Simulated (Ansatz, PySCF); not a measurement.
Gas-phase reaction R1 → 2 P1, each structure at its B3LYP-D3(BJ)/def2-TZVP stationary point, reached from a drawn start (curvature not checked).
R1: O2 (SMILES O=O), charge 0, multiplicity 3.
P1: O atom, charge 0, multiplicity 3.

P less R. No zero-point or thermal terms; open shells are unrestricted; no spin–orbit coupling.

Correlated levels freeze the cores.

Codes used: Ansatz (Gaussian orbitals); PySCF for M06-2X. No computed number here is a measurement.

```json
[
 {"level": "HF/cc-pVTZ", "reaction energy (kcal/mol)": "32.76"},
 {"level": "SVWN5/def2-TZVPP", "reaction energy (kcal/mol)": "174.97"},
 {"level": "BLYP/def2-TZVPP", "reaction energy (kcal/mol)": "135.61"},
 {"level": "M06-2X/def2-TZVPP", "reaction energy (kcal/mol)": "122.01"},
 {"level": "B2PLYP/def2-TZVPP", "reaction energy (kcal/mol)": "122.29"},
 {"level": "SCS-MP2/cc-pVTZ", "reaction energy (kcal/mol)": "114.20"},
 {"level": "CCSD/cc-pVTZ", "reaction energy (kcal/mol)": "___"},
 {"level": "CCSD/cc-pVQZ", "reaction energy (kcal/mol)": "___"},
 {"level": "CCSD(T)/cc-pVQZ", "reaction energy (kcal/mol)": "___"}
]
```

**Question.** Fill in the missing entries.

**Answer.** 
- CCSD/cc-pVTZ, reaction energy (kcal/mol): 106.14
- CCSD/cc-pVQZ, reaction energy (kcal/mol): 109.25
- CCSD(T)/cc-pVQZ, reaction energy (kcal/mol): 117.18

Ansatz is a quantum-chemistry and plane-wave program.
